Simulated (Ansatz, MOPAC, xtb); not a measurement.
Noncovalent pair: GeH4O2 (SMILES [OH][GeH2][OH]) (first 7 atoms) with CH4 (SMILES C); geometry from B3LYP-D3(BJ)/def2-TZVP, rigid monomers moved along the line of their centres of mass till H7···C8 is 2.96 Å.
(charge 0, multiplicity 1):
```xyz
12

O      1.00359    -0.95433    -0.00969
Ge    -0.47691     0.02249    -0.24237
O     -0.30373     1.59505     0.58344
H      1.78806    -0.53920    -0.38304
H     -0.67766     0.40253    -1.71475
H     -1.57731    -0.84070     0.38618
H     -0.19936     1.50039     1.53633
C      0.44617    -0.14251     3.91775
H      0.61842    -0.68383     4.84669
H      0.91555     0.83920     3.99003
H      0.87871    -0.69637     3.08579
H     -0.62866    -0.03094     3.77088
```

Interaction energies are E(AB) − E(A) − E(B) at the monomers' geometry in the complex; basis-set methods are counterpoise corrected.

The state reached by PM3 isn't checked.

The values were computed with Ansatz (an electronic-structure program) with Gaussian orbitals; MOPAC for PM3 (differences of heats of formation); xtb for the GFN methods. Each number belongs to the level named beside it.

**Question.** One of these levels gives -0.85 kcal/mol for the interaction energy. Which one is it?
A. GFN2-xTB
B. PM3
C. PBE/def2-TZVPPD

**Answer.** C, PBE/def2-TZVPPD. The others give -0.30 (PM3), -1.86 (GFN2-xTB)
